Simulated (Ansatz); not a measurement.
Born–Oppenheimer molecular dynamics of Cl₃H₃Si (7 atoms, charge 0, multiplicity 1). It starts from a rough guess of a transition structure, not a stationary point.

Theory: Ansatz, UKS revPBE-D4/def2-SVP.

| Quantity | Value |
| --- | --- |
| ensemble | NVE (velocity Verlet) |
| time step | 0.5 fs |
| steps asked | 150 |
| starting velocities drawn for | 100 K |
| seed | 922436 |

First frame:

```xyz
7
Properties=species:S:1:pos:R:3
Si -0.492 0.012 -0.293
Cl 1.665 -1.147 0.146
Cl -1.213 -1.505 -1.425
Cl -1.702 0.025 1.306
H -0.351 1.067 -1.267
H 1.424 0.467 0.804
H 0.668 1.081 0.729
```

(1) How far do the bonds stretch over the last three quarters of this one trajectory? (Pairs bonded in most of those frames.)

## Answers

(1) 
```csv
bond,mean (Å),spread (Å),shortest,longest
Si1–Cl2,2.112,0.158,1.87,2.31
Si1–Cl3,2.050,0.038,1.99,2.10
Si1–Cl4,2.079,0.089,1.94,2.19
Si1–H5,1.498,0.036,1.44,1.55
H6–H7,0.787,0.075,0.68,0.89
```

Mean temperature of the second half: 2609 K. The conserved energy stayed within 0.88 meV per atom of its start (net change -0.68 meV per atom), so the integration is sound. The kinetic energy rose, since the run started high on the potential surface and went downhill. It ends in pieces (Cl3HSi + H2), so much of that is their flight and rotation, not heat. A run of 0.075 ps of so small a system gives no equilibrium averages. The orbitals were unrestricted but ended closed-shell.

Run time: 9.1 min on 2 threads of Arm Neoverse N1 (shared host), peak memory 0.17 GiB.
